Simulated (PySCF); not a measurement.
WCl₄H₂, SMILES [Cl][WH2]([Cl])([Cl])[Cl], multiplicity 1.

The structure is a stationary point at B3LYP-D3(BJ)/def2-SVP. The spin state was assumed, not searched. The structure was generated by enumeration; whether it is a known compound was not checked. The def2 effective core potentials stand for the cores of W; spin–orbit coupling is left out.

Level of theory: B3LYP/def2-TZVP run with PySCF.

Isolated molecule, no solvent.

```json
{
 "total_energy": "-1909.38147 hartree",
 "point_group": "C2v",
 "highest_occupied_level": "-8.18 eV",
 "lowest_empty_level": "-4.79 eV",
 "orbital_gap": "3.39 eV",
 "dipole_moment": "0.00 D",
 "quadrupole, principal values (traceless, Buckingham form, about the centre of nuclear charge)": "-5.06, 2.12, 2.94 D·Å",
 "mean_static_polarisability": "104.7 bohr³ (15.51 Å³)",
 "polarisability_principal_values": "74.5, 117.0, 122.5 bohr³"
}
```
